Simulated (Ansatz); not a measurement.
H7NSi2, SMILES `[SiH3]N[SiH3]` (charge 0, multiplicity 1).

Cartesian coordinates (Å):
```xyz
10

Si     1.5384    -0.2209     0.2947
N     -0.0295     0.4116     0.6403
Si    -1.5268     0.0833    -0.1522
H      2.5442     0.8728     0.2094
H      2.0136    -1.1753     1.3352
H      1.4525    -0.9297    -1.0057
H     -0.0890     1.0081     1.4543
H     -2.2373     1.3473    -0.4877
H     -1.2148    -0.6650    -1.3945
H     -2.4513    -0.7322     0.6842
```
Charge 0, spin multiplicity 1.

Frozen-core energies in 6-31g from Ansatz (an electronic-structure program) at a geometry from PBE0-D3(BJ)/def2-TZVP; the HF reference has <S^2> = 0.00 and the T1 diagnostic is 0.011.

| level | energy (Ha) | difference from CCSDT(Q) (mHa) |
|---|---|---|
| HF | -636.25685 | 265.75 |
| MP2 | -636.47722 | 45.38 |
| CCSD | -636.51677 | 5.83 |
| CCSD(T) | -636.52141 | 1.19 |
| CCSDT | -636.52209 | 0.51 |
| CCSDT(Q) | -636.52260 | 0.00 |
